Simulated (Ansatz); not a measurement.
A short molecular-dynamics run on `C#[C][Hf]([Cl])([C]#C)[C]#C`.

```yaml
crystal:
  periodic: [false, false, false]
  atoms:
    - {symbol: C, position_ang: [2.759827, -0.892624, -1.347522]}
    - {symbol: C, position_ang: [1.841817, -0.314723, -0.798938]}
    - {symbol: Hf, position_ang: [0.191062, 0.687549, 0.174782]}
    - {symbol: Cl, position_ang: [0.795126, 2.866721, 0.729503]}
    - {symbol: C, position_ang: [-0.340622, -0.411439, 1.960017]}
    - {symbol: C, position_ang: [-0.642800, -1.042906, 2.953791]}
    - {symbol: C, position_ang: [-1.505658, 0.707687, -1.166231]}
    - {symbol: C, position_ang: [-2.459286, 0.702163, -1.920032]}
    - {symbol: H, position_ang: [3.565527, -1.400777, -1.829344]}
    - {symbol: H, position_ang: [-0.908304, -1.598121, 3.826005]}
    - {symbol: H, position_ang: [-3.296698, 0.696461, -2.582022]}
basis:
  gaussian: {orbitals: def2-SVP}
hamiltonian: {xc: {name: revPBE}, dispersion: d4}
md: {timestep: 1 fs, n_steps: 20, ensemble: nvt_langevin, temperature: 300, initial_velocities: maxwell_boltzmann, friction: 0.01, seed: 770}
```

```sh
$ ansatz run in.yaml --threads 4 --pin off --events-out ev --progress --plain --max-ram 11315MiB
```

| step | time (fs) | potential energy (eV) | kinetic (eV) | T (K) | conserved (eV) |
| --- | --- | --- | --- | --- | --- |
| 0 | 0.0 | -20086.8985 | 0.3878 | 273 | – |
| 1 | 1.0 | -20086.8850 | 0.3408 | 240 | – |
| 2 | 2.0 | -20086.8904 | 0.3302 | 232 | – |
| 3 | 3.0 | -20086.9254 | 0.3826 | 269 | – |
| 4 | 4.0 | -20086.9623 | 0.3980 | 280 | – |
| 5 | 5.0 | -20086.9765 | 0.4277 | 301 | – |
| 6 | 6.0 | -20086.9520 | 0.4080 | 287 | – |
| 7 | 7.0 | -20086.8982 | 0.3226 | 227 | – |
| 8 | 8.0 | -20086.8579 | 0.2675 | 188 | – |
| 9 | 9.0 | -20086.8509 | 0.2801 | 197 | – |
| 10 | 10.0 | -20086.8718 | 0.2837 | 200 | – |
| 11 | 11.0 | -20086.8967 | 0.3247 | 228 | – |
| 12 | 12.0 | -20086.9120 | 0.3337 | 235 | – |
| 13 | 13.0 | -20086.9183 | 0.3297 | 232 | – |
| 14 | 14.0 | -20086.9177 | 0.3024 | 213 | – |
| 15 | 15.0 | -20086.9092 | 0.3191 | 224 | – |
| 16 | 16.0 | -20086.8917 | 0.3054 | 215 | – |
| 17 | 17.0 | -20086.8736 | 0.2881 | 203 | – |
| 18 | 18.0 | -20086.8746 | 0.3041 | 214 | – |
| 19 | 19.0 | -20086.9008 | 0.3277 | 230 | – |
| 20 | 20.0 | -20086.9239 | 0.3195 | 225 | – |

Velocities are drawn at the set temperature; a run this short doesn't reach equilibrium.

Frames (Å, forces in eV/Å):

```xyz
11
time=0.0 fs
C     2.760   -0.893   -1.348    1.465   -0.913   -0.872
C     1.842   -0.315   -0.799   -1.816    1.125    1.079
Hf    0.191    0.688    0.175   -0.057   -0.205   -0.052
Cl    0.795    2.867    0.730    0.116    0.418    0.106
C    -0.341   -0.411    1.960    0.592    1.231   -1.966
C    -0.643   -1.043    2.954   -0.479   -0.998    1.585
C    -1.506    0.708   -1.166    1.878   -0.005    1.484
C    -2.459    0.702   -1.920   -1.517   -0.001   -1.199
H     3.566   -1.401   -1.829    0.487   -0.309   -0.292
H    -0.908   -1.598    3.826   -0.161   -0.337    0.528
H    -3.297    0.696   -2.582   -0.507   -0.005   -0.401
11
time=1.0 fs
C     2.761   -0.888   -1.338    2.809   -1.717   -1.697
C     1.843   -0.312   -0.803   -2.421    1.483    1.430
Hf    0.191    0.686    0.175   -0.086   -0.224   -0.058
Cl    0.798    2.864    0.728    0.118    0.420    0.108
C    -0.337   -0.412    1.964    0.664    1.313   -2.111
C    -0.642   -1.046    2.954   -0.571   -1.060    1.717
C    -1.511    0.714   -1.165    1.811   -0.024    1.436
C    -2.463    0.712   -1.922   -1.744    0.018   -1.383
H     3.588   -1.395   -1.841   -0.263    0.141    0.187
H    -0.931   -1.591    3.825   -0.138   -0.343    0.512
H    -3.308    0.716   -2.592   -0.179   -0.009   -0.142
11
time=2.0 fs
C     2.764   -0.884   -1.331    3.304   -1.973   -2.008
C     1.842   -0.307   -0.806   -2.478    1.496    1.449
Hf    0.190    0.685    0.175   -0.118   -0.213   -0.044
Cl    0.800    2.862    0.726    0.121    0.427    0.111
C    -0.334   -0.411    1.967    0.623    1.166   -1.902
C    -0.643   -1.050    2.955   -0.593   -0.976    1.634
C    -1.514    0.719   -1.162    1.381   -0.042    1.096
C    -2.470    0.722   -1.924   -1.653    0.045   -1.317
H     3.607   -1.387   -1.848   -0.682    0.369    0.466
H    -0.954   -1.586    3.830   -0.076   -0.278    0.379
H    -3.322    0.735   -2.604    0.170   -0.021    0.137
11
time=3.0 fs
C     2.769   -0.884   -1.325    2.874   -1.654   -1.775
C     1.838   -0.301   -0.807   -1.925    1.130    1.120
Hf    0.190    0.684    0.174   -0.162   -0.167   -0.016
Cl    0.802    2.860    0.724    0.124    0.434    0.113
C    -0.330   -0.409    1.969    0.491    0.839   -1.419
C    -0.644   -1.056    2.957   -0.561   -0.773    1.382
C    -1.518    0.725   -1.157    0.709   -0.056    0.558
C    -2.477    0.731   -1.928   -1.246    0.074   -0.999
H     3.619   -1.376   -1.849   -0.752    0.380    0.528
H    -0.976   -1.584    3.838    0.019   -0.165    0.160
H    -3.334    0.755   -2.616    0.429   -0.040    0.348
11
time=4.0 fs
C     2.777   -0.885   -1.321    1.860   -0.987   -1.219
C     1.834   -0.295   -0.808   -1.071    0.577    0.639
Hf    0.189    0.683    0.174   -0.218   -0.105    0.007
Cl    0.804    2.859    0.723    0.128    0.443    0.116
C    -0.326   -0.406    1.969    0.304    0.410   -0.789
C    -0.646   -1.061    2.960   -0.511   -0.514    1.065
C    -1.522    0.731   -1.151   -0.009   -0.065   -0.026
C    -2.486    0.741   -1.933   -0.641    0.098   -0.512
H     3.623   -1.360   -1.846   -0.523    0.220    0.409
H    -0.998   -1.582    3.848    0.144   -0.016   -0.126
H    -3.344    0.777   -2.626    0.536   -0.060    0.436
11
time=5.0 fs
C     2.786   -0.886   -1.317    0.486   -0.128   -0.469
C     1.829   -0.289   -0.809   -0.058   -0.070    0.092
Hf    0.189    0.683    0.173   -0.284   -0.029    0.026
Cl    0.806    2.857    0.722    0.132    0.452    0.118
C    -0.322   -0.402    1.969    0.074   -0.089   -0.057
C    -0.648   -1.066    2.963   -0.388   -0.147    0.572
C    -1.527    0.737   -1.146   -0.666   -0.067   -0.573
C    -2.494    0.751   -1.937    0.071    0.107    0.071
H     3.622   -1.344   -1.840   -0.084   -0.043    0.155
H    -1.016   -1.582    3.857    0.239    0.086   -0.327
H    -3.348    0.798   -2.632    0.477   -0.072    0.390
11
time=6.0 fs
C     2.795   -0.887   -1.314   -1.009    0.781    0.339
C     1.823   -0.282   -0.809    1.005   -0.744   -0.463
Hf    0.188    0.682    0.173   -0.362    0.059    0.045
Cl    0.808    2.854    0.722    0.137    0.461    0.121
C    -0.316   -0.398    1.968   -0.181   -0.618    0.715
C    -0.651   -1.071    2.967   -0.167    0.343   -0.130
C    -1.532    0.743   -1.140   -1.270   -0.067   -1.085
C    -2.503    0.760   -1.942    0.930    0.101    0.780
H     3.621   -1.329   -1.833    0.438   -0.337   -0.155
H    -1.030   -1.582    3.860    0.260    0.092   -0.352
H    -3.346    0.819   -2.635    0.219   -0.072    0.185
11
time=7.0 fs
C     2.803   -0.888   -1.311   -2.076    1.428    0.895
C     1.819   -0.276   -0.810    1.808   -1.254   -0.866
Hf    0.188    0.681    0.172   -0.441    0.135    0.055
Cl    0.810    2.852    0.722    0.141    0.469    0.123
C    -0.311   -0.395    1.968   -0.413   -1.090    1.392
C    -0.655   -1.075    2.971    0.104    0.879   -0.916
C    -1.537    0.750   -1.136   -1.724   -0.071   -1.473
C    -2.511    0.770   -1.946    1.733    0.087    1.447
H     3.623   -1.317   -1.829    0.781   -0.524   -0.359
H    -1.044   -1.580    3.858    0.209    0.000   -0.206
H    -3.342    0.840   -2.634   -0.121   -0.059   -0.091
11
time=8.0 fs
C     2.807   -0.887   -1.308   -2.403    1.651    1.028
C     1.816   -0.270   -0.812    2.254   -1.542   -1.081
Hf    0.187    0.680    0.172   -0.528    0.177    0.060
Cl    0.811    2.849    0.722    0.145    0.474    0.125
C    -0.309   -0.393    1.969   -0.562   -1.392    1.817
C    -0.659   -1.079    2.974    0.332    1.298   -1.546
C    -1.543    0.757   -1.133   -1.897   -0.076   -1.635
C    -2.517    0.779   -1.949    2.217    0.068    1.858
H     3.633   -1.310   -1.828    0.713   -0.491   -0.311
H    -1.057   -1.577    3.852    0.127   -0.124    0.005
H    -3.338    0.858   -2.634   -0.397   -0.041   -0.320
11
time=9.0 fs
C     2.809   -0.885   -1.304   -2.096    1.519    0.809
C     1.814   -0.266   -0.814    2.357   -1.618   -1.120
Hf    0.186    0.679    0.171   -0.629    0.185    0.059
Cl    0.813    2.847    0.722    0.148    0.477    0.127
C    -0.308   -0.393    1.972   -0.621   -1.511    1.973
C    -0.663   -1.082    2.977    0.447    1.500   -1.848
C    -1.551    0.765   -1.132   -1.786   -0.083   -1.564
C    -2.522    0.789   -1.950    2.218    0.066    1.870
H     3.649   -1.304   -1.828    0.330   -0.302   -0.069
H    -1.069   -1.575    3.849    0.079   -0.196    0.126
H    -3.339    0.874   -2.638   -0.446   -0.038   -0.361
11
time=10.0 fs
C     2.809   -0.882   -1.298   -1.308    1.110    0.334
C     1.815   -0.263   -0.817    2.079   -1.454   -0.964
Hf    0.186    0.678    0.171   -0.721    0.172    0.037
Cl    0.814    2.845    0.722    0.149    0.471    0.126
C    -0.308   -0.393    1.976   -0.602   -1.476    1.898
C    -0.666   -1.083    2.978    0.438    1.493   -1.816
C    -1.560    0.772   -1.132   -1.396   -0.099   -1.261
C    -2.525    0.799   -1.950    1.708    0.099    1.453
H     3.667   -1.300   -1.829   -0.189   -0.053    0.254
H    -1.078   -1.573    3.850    0.082   -0.201    0.125
H    -3.345    0.890   -2.643   -0.240   -0.062   -0.188
11
time=11.0 fs
C     2.808   -0.877   -1.291   -0.315    0.565   -0.225
C     1.817   -0.261   -0.822    1.486   -1.094   -0.653
Hf    0.185    0.677    0.171   -0.793    0.143   -0.013
Cl    0.816    2.843    0.722    0.146    0.455    0.124
C    -0.309   -0.394    1.980   -0.522   -1.321    1.653
C    -0.669   -1.083    2.979    0.350    1.341   -1.567
C    -1.571    0.779   -1.133   -0.748   -0.126   -0.735
C    -2.527    0.808   -1.948    0.899    0.151    0.778
H     3.682   -1.298   -1.829   -0.636    0.158    0.532
H    -1.085   -1.571    3.851    0.108   -0.175    0.071
H    -3.353    0.906   -2.647    0.025   -0.097    0.034
11
time=12.0 fs
C     2.807   -0.872   -1.284    0.628    0.028   -0.710
C     1.821   -0.262   -0.826    0.707   -0.621   -0.262
Hf    0.184    0.676    0.171   -0.841    0.091   -0.067
Cl    0.818    2.841    0.723    0.143    0.440    0.122
C    -0.310   -0.395    1.985   -0.391   -1.058    1.259
C    -0.672   -1.081    2.979    0.179    1.042   -1.108
C    -1.583    0.787   -1.135   -0.025   -0.159   -0.141
C    -2.529    0.817   -1.945    0.060    0.208    0.071
H     3.692   -1.293   -1.821   -0.870    0.260    0.670
H    -1.090   -1.572    3.854    0.166   -0.102   -0.056
H    -3.359    0.921   -2.650    0.245   -0.129    0.220
11
time=13.0 fs
C     2.806   -0.867   -1.278    1.362   -0.416   -1.039
C     1.825   -0.263   -0.830   -0.133   -0.113    0.144
Hf    0.182    0.674    0.171   -0.873    0.028   -0.103
Cl    0.820    2.838    0.723    0.140    0.426    0.120
C    -0.310   -0.398    1.991   -0.224   -0.717    0.755
C    -0.676   -1.079    2.978   -0.044    0.639   -0.502
C    -1.593    0.794   -1.135    0.637   -0.192    0.406
C    -2.532    0.826   -1.943   -0.666    0.260   -0.544
H     3.694   -1.287   -1.807   -0.842    0.240    0.643
H    -1.094   -1.576    3.857    0.242    0.001   -0.231
H    -3.365    0.936   -2.652    0.400   -0.156    0.351
11
time=14.0 fs
C     2.806   -0.863   -1.274    1.759   -0.696   -1.173
C     1.829   -0.264   -0.834   -0.889    0.342    0.498
Hf    0.181    0.673    0.171   -0.900   -0.032   -0.127
Cl    0.821    2.836    0.724    0.136    0.411    0.117
C    -0.311   -0.401    1.997   -0.045   -0.358    0.227
C    -0.681   -1.077    2.978   -0.248    0.249    0.067
C    -1.603    0.800   -1.136    1.190   -0.226    0.865
C    -2.535    0.835   -1.942   -1.160    0.299   -0.970
H     3.688   -1.282   -1.789   -0.557    0.106    0.468
H    -1.099   -1.579    3.859    0.289    0.075   -0.347
H    -3.367    0.951   -2.652    0.425   -0.170    0.373
11
time=15.0 fs
C     2.807   -0.859   -1.270    1.781   -0.774   -1.111
C     1.832   -0.266   -0.837   -1.476    0.692    0.767
Hf    0.180    0.672    0.171   -0.921   -0.093   -0.136
Cl    0.823    2.833    0.726    0.134    0.399    0.115
C    -0.312   -0.404    2.003    0.154    0.025   -0.338
C    -0.687   -1.073    2.977   -0.443   -0.120    0.595
C    -1.613    0.808   -1.136    1.537   -0.257    1.151
C    -2.539    0.843   -1.942   -1.280    0.316   -1.077
H     3.678   -1.277   -1.769   -0.061   -0.130    0.180
H    -1.105   -1.579    3.858    0.304    0.105   -0.387
H    -3.364    0.967   -2.650    0.270   -0.165    0.242
11
time=16.0 fs
C     2.810   -0.857   -1.267    1.390   -0.613   -0.850
C     1.835   -0.266   -0.840   -1.762    0.860    0.890
Hf    0.178    0.671    0.171   -0.942   -0.141   -0.130
Cl    0.824    2.831    0.727    0.130    0.386    0.112
C    -0.314   -0.406    2.009    0.360    0.405   -0.899
C    -0.693   -1.069    2.978   -0.615   -0.456    1.063
C    -1.621    0.815   -1.134    1.627   -0.280    1.214
C    -2.544    0.850   -1.943   -1.033    0.307   -0.864
H     3.668   -1.272   -1.747    0.562   -0.429   -0.171
H    -1.110   -1.577    3.855    0.289    0.102   -0.366
H    -3.360    0.985   -2.645   -0.008   -0.140    0.002
11
time=17.0 fs
C     2.815   -0.856   -1.264    0.800   -0.321   -0.520
C     1.835   -0.266   -0.842   -1.693    0.815    0.845
Hf    0.177    0.670    0.171   -0.976   -0.154   -0.109
Cl    0.826    2.829    0.727    0.125    0.366    0.107
C    -0.316   -0.408    2.013    0.527    0.706   -1.346
C    -0.699   -1.064    2.979   -0.716   -0.695    1.371
C    -1.629    0.820   -1.131    1.553   -0.295    1.129
C    -2.550    0.858   -1.945   -0.649    0.283   -0.521
H     3.664   -1.273   -1.726    1.059   -0.668   -0.442
H    -1.112   -1.577    3.852    0.241    0.069   -0.283
H    -3.359    1.003   -2.639   -0.271   -0.108   -0.232
11
time=18.0 fs
C     2.820   -0.855   -1.262    0.336   -0.073   -0.294
C     1.834   -0.265   -0.844   -1.341    0.610    0.673
Hf    0.176    0.669    0.170   -1.018   -0.135   -0.077
Cl    0.828    2.828    0.728    0.117    0.339    0.100
C    -0.317   -0.409    2.017    0.623    0.880   -1.602
C    -0.706   -1.059    2.981   -0.702   -0.757    1.398
C    -1.637    0.826   -1.127    1.373   -0.303    0.949
C    -2.557    0.866   -1.947   -0.272    0.263   -0.177
H     3.668   -1.281   -1.711    1.170   -0.715   -0.497
H    -1.112   -1.577    3.846    0.143   -0.023   -0.095
H    -3.361    1.022   -2.636   -0.432   -0.085   -0.379
11
time=19.0 fs
C     2.825   -0.855   -1.261    0.181    0.021   -0.243
C     1.831   -0.264   -0.845   -0.788    0.292    0.414
Hf    0.174    0.668    0.170   -1.050   -0.083   -0.040
Cl    0.831    2.828    0.730    0.106    0.301    0.090
C    -0.317   -0.409    2.020    0.608    0.863   -1.570
C    -0.712   -1.054    2.984   -0.545   -0.590    1.070
C    -1.644    0.831   -1.123    1.086   -0.303    0.675
C    -2.564    0.874   -1.949    0.028    0.262    0.101
H     3.683   -1.296   -1.702    0.789   -0.506   -0.301
H    -1.113   -1.577    3.838    0.008   -0.167    0.180
H    -3.367    1.041   -2.636   -0.422   -0.090   -0.376
11
time=20.0 fs
C     2.831   -0.854   -1.261    0.228    0.000   -0.280
C     1.827   -0.263   -0.845   -0.164   -0.064    0.124
Hf    0.173    0.666    0.169   -1.075   -0.010    0.002
Cl    0.834    2.827    0.732    0.094    0.259    0.077
C    -0.316   -0.408    2.022    0.527    0.741   -1.381
C    -0.719   -1.049    2.988   -0.379   -0.387    0.706
C    -1.649    0.835   -1.117    0.727   -0.293    0.335
C    -2.570    0.882   -1.950    0.224    0.283    0.299
H     3.707   -1.314   -1.695    0.147   -0.151    0.007
H    -1.116   -1.578    3.833   -0.077   -0.251    0.348
H    -3.378    1.059   -2.639   -0.252   -0.127   -0.237
```

Hardware: 4 threads of an AMD EPYC 9R45 on a shared host. Wall time 18 s, peak host memory 0.67 GiB.
